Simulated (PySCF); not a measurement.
In(H)(vinyl)(NH2) (C₂H₆InN), SMILES C=[CH][InH][NH2].

Coordinates come from a r2SCAN-D4/def2-SVP optimisation. The structure was generated by enumeration; whether it is a known compound was not checked. The def2 effective core potentials stand for the cores of In; spin–orbit coupling is left out. One conformer was computed; it need not be the lowest.

Two levels are set side by side: PBE/def2-TZVP (PySCF) and r2SCAN/def2-TZVP (PySCF). Same geometry, gas phase. Differences are taken from unrounded values.

| quantity | r2SCAN |
|---|---|
| orbital gap (eV) | 3.91 |
| highest occupied level (eV) | -5.67 |
| lowest empty level (eV) | -1.76 |
| dipole moment (D) | 0.52 |
| mean polarisability (bohr³) | 70.4 |

Question: What does PBE give, and how far is it from r2SCAN? (An estimate is asked for; the answer gives what the named calculation found.)

Answer: 
| quantity | PBE | PBE minus r2SCAN |
|---|---|---|
| orbital gap (eV) | 3.48 | -0.43 |
| highest occupied level (eV) | -5.44 | 0.23 |
| lowest empty level (eV) | -1.96 | -0.20 |
| dipole moment (D) | 0.56 | 0.04 |
| mean polarisability (bohr³) | 72.3 | 1.8 |

Rough cost on one machine, each run with all the roots and properties that it gave: r2SCAN against PBE about 3 times.
